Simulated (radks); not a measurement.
All-electron atom: the xenon ion Xe20+ in [Ar] 3d10 4s2 4p4 (the NIST ground configuration). All-electron calculation, Dirac Kohn-Sham, LB94 model potential, spin-unpolarised, spherical densities, finite nucleus; open shells fill j = l - 1/2 first; Fermi nuclear charge, rms radius 4.7859 fm. Program: a radial shooting solver on a logarithmic mesh with Libxc functionals.

Normalised radial functions P(r) = r R(r) (large component), r in bohr:

```
   r/bohr * 3d3/2 (the largest magnitude, 1.94, reaches the edge; | marks zero)
  0.00134 *
 0.001717 *
   0.0022 *
 0.002797 *
 0.003585 *
 0.004593 *
 0.005839 *
 0.007483 *
 0.009589 *
  0.01229 *
  0.01562 |*
  0.02002 |*
  0.02565 | *
  0.03287 |  *
  0.04179 |     *
  0.05355 |         *
  0.06862 |               *
  0.08794 |                       *
   0.1118 |                                 *
   0.1433 |                                            *
   0.1836 |                                                    *
   0.2334 |                                                      *
   0.2991 |                                                *
   0.3832 |                                    *
   0.4911 |                    *
   0.6243 |         *
      0.8 |  *
    1.025 |*
    1.314 *
     1.67 *
     2.14 *
```

3d3/2: eigenvalue -1223.8 eV, 0 radial nodes, <r> = 0.273 bohr, 90 % of the charge inside 0.428 bohr.
